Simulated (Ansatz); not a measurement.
`CO[CH2][AlH2]` + `NCF` → `FC[NH][AlH2]` + dimethyl ether at 400 K and 1 bar (ligand exchange at the Al–C bond).

Program: Ansatz. Geometries: PBE0-D4/def2-TZVP. ΔE: electronic, gas phase. CCSD(T)/CBS is the MP2 limit (def2-TZVPP, def2-QZVPP) plus CCSD(T) − MP2 in def2-TZVPP, frozen cores. One conformer a species, not always the lowest.

```json
{"species": "`CO[CH2][AlH2]`", "CCSD(T)/CBS energy (Eh)": "-397.45414", "H − E (kJ/mol)": "245.9", "S (J/(mol·K))": "363.1"}
{"species": "`NCF`", "CCSD(T)/CBS energy (Eh)": "-194.94856", "H − E (kJ/mol)": "170.1", "S (J/(mol·K))": "276.5"}
{"species": "`FC[NH][AlH2]`", "CCSD(T)/CBS energy (Eh)": "-437.58340", "H − E (kJ/mol)": "187.8", "S (J/(mol·K))": "340.9"}
{"species": "`COC`", "CCSD(T)/CBS energy (Eh)": "-154.86276", "H − E (kJ/mol)": "230.4", "S (J/(mol·K))": "284.5"}
```

H − E and S are ideal-gas, rigid-rotor, harmonic terms from PBE0-D4/def2-TZVP, for one conformer and one mirror image of each species. 1 Eh = 2625.50 kJ/mol, R = 8.31446 J/(mol·K).

Problem. By hand: ΔE, ΔH, ΔS and ΔG.

Solution. ΔE = (-437.58340) + (-154.86276) − (-397.45414) − (-194.94856) = -0.04346 Eh = -114.1 kJ/mol. Δ(H − E) = 187.8 + 230.4 − 245.9 − 170.1 = 2.2, so ΔH = -111.9 kJ/mol. ΔS = 340.9 + 284.5 − 363.1 − 276.5 = -14.2 J/(mol·K). ΔG = -111.9 − 400 × (-14.2)/1000 = -106.2 kJ/mol.

Problem. By hand: the equilibrium constant, and the temperature at which ΔG would vanish if ΔH and ΔS stayed fixed.

Solution. log₁₀ K = −ΔG/(RT ln 10) = 13.9. ΔG = 0 at ΔH/ΔS = 7880 K, far beyond where these terms or the molecules hold.

The number of gas molecules stays the same, so ΔS is small and ΔH decides. A doubt of 5 kJ/mol in ΔE shifts log₁₀ K by 0.7 here. Other conformers and mirror images would add mixing entropy, several J/(mol·K) or more a flexible species. These are equilibria of isolated gas molecules and say nothing of rates. Largest T1 diagnostic: 0.012 (customary marks: 0.02 for closed shells, 0.045 for open ones).
